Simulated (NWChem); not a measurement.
System: GeH₃SeI; SMILES [GeH3][Se]I

All runs: NWChem. Not confirmed as a minimum by frequencies. def2 effective core potentials on I; no spin-orbit coupling. Each level has its own optimisation.

```tsv
level	r I–Se (Å)	r Ge–Se (Å)	dipole (D)
B3LYP/3-21G (all-electron, non-relativistic)	2.722	2.456	2.27
Hartree-Fock/3-21G (all-electron, non-relativistic)	2.691	2.462	3.11
PBE0/def2-SVP (core potentials)	2.536	2.369	1.59
```
